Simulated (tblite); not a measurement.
Run record: tight-binding relaxation, `[SiH3]OCC[S]` [radical].

Computed with GFN2-xTB geometry optimisation, gas phase (tblite 0.8.0). Start geometry: from a force field or distance geometry. A driver script takes a list of jobs; this job's settings line and coordinates (Å) are shown.

Command:
```bash
OMP_NUM_THREADS=1 python probes_run.py task.json out
```

Input:
```
{"job": {"kind": "relax", "xc": "GFN2-xTB", "basis": "xTB"}, "charge": 0, "multiplicity": 2}
Si    -2.005000    -0.105100     0.425500
O     -0.342600     0.094300     0.760100
C      0.483400     0.002600    -0.346200
C      1.888200     0.211500     0.190000
S      2.241100    -1.061500     1.375300
H     -2.234800    -0.500800    -0.964800
H     -2.636600     1.223300     0.714700
H     -2.499700    -1.097500     1.399800
H      0.239200     0.814900    -1.062200
H      0.326100    -0.999100    -0.794800
H      2.569200     0.214200    -0.668000
H      1.972800     1.202500     0.709200
```

Task: Estimate the output.

Result: 
```
step      E/eV     max force
  0    -459.49069    2.655
  1    -459.62769    1.304
  2    -459.69143    0.930
  3    -459.71317    0.608
  4    -459.73875    0.371
  5    -459.74677    0.292
  6    -459.75900    0.305
  7    -459.76508    0.234
  8    -459.76890    0.187
  9    -459.77171    0.207
... (170 lines left out)
180    -459.97158    0.035
181    -459.97167    0.025
182    -459.97176    0.018
183    -459.97182    0.018
184    -459.97191    0.021
185    -459.97197    0.018
186    -459.97202    0.016
187    -459.97205    0.013
188    -459.97207    0.014
189    -459.97209    0.010
```

«max force» is the largest atomic force in eV/Å.

Task: From which step on does the largest force stay under 0.1 eV/Å, and how much energy is left to gain from there?

Result: From step 167 (0.047 eV/Å), 5.2 meV above the end.

Main results: energy lowered by 11.1 kcal/mol over 189 steps; largest atomic force 0.010 eV/Å at the end.

Time: 1.6 s wall. Hardware: one thread, Arm Neoverse N1 (aarch64), no GPU, shared host with 48 logical CPUs at a one-minute load of 19.
Labels such as C1 count atoms from 1, the log's own numbers from 0.
